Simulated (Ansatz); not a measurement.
The lowest singlet and triplet of CHF (SMILES [CH]F); geometries from B3LYP-D3(BJ)/def2-TZVP, each state relaxed from the structure named, with no frequency check.
Singlet (charge 0, multiplicity 1):
| atom | x (Å) | y (Å) | z (Å) |
|---|---|---|---|
| C | -0.5741 | 0.4428 | 0.0000 |
| F | 0.5340 | -0.2553 | 0.0000 |
| H | -1.3614 | -0.3588 | 0.0000 |
Triplet (charge 0, multiplicity 3):
```xyz
3

C     -0.620     0.335     0.000
F      0.582    -0.192     0.000
H     -1.516    -0.285     0.000
```

A positive gap puts the triplet lower; no zero-point energy. R- takes a restricted singlet. U- takes an unrestricted singlet (broken symmetry where lower, unprojected). The triplet is unrestricted in single-reference levels. Active spaces average the two states.

Frozen-core correlation.

Run with Ansatz (Gaussian basis) for Hartree–Fock, density functionals and correlated methods. Values without a source in brackets are computed.

```
level                                     gap E(singlet) − E(triplet), adiabatic (eV)
----------------------------------------  -------------------------------------------
U-SVWN5/def2-TZVPP                                                             -0.482
U-PBE/def2-TZVPP (spin-contaminated)                                           -0.440
R-SCS-MP2/cc-pVDZ                                                              -0.572
R-SCS-MP2/cc-pVQZ                                                              -0.730
U-CCSD/cc-pVTZ (spin-contaminated)                                             -0.534
R-CCSD(T)/cc-pVTZ                                                              -0.627
SA-CASSCF(2,2)/cc-pVQZ                                                         -0.255
FIC-NEVPT4(SD) on SA-CASSCF(2,2)/cc-pVTZ                                          ___
FIC-MRCISD+Q on SA-CASSCF(2,2)/cc-pVQZ                                         -0.621
```

Question: What belongs in the gaps?

Answer: 
- FIC-NEVPT4(SD) on SA-CASSCF(2,2)/cc-pVTZ, gap E(singlet) − E(triplet), adiabatic (eV): -0.588

Doubts at one or more of the structures used: a restricted determinant that unrestricted orbitals would lower (R-SCS-MP2/cc-pVDZ, R-SCS-MP2/cc-pVQZ, R-CCSD(T)/cc-pVTZ); T1 above 0.05 (U-CCSD/cc-pVTZ (spin-contaminated)).

Ansatz is a program for electronic structure.
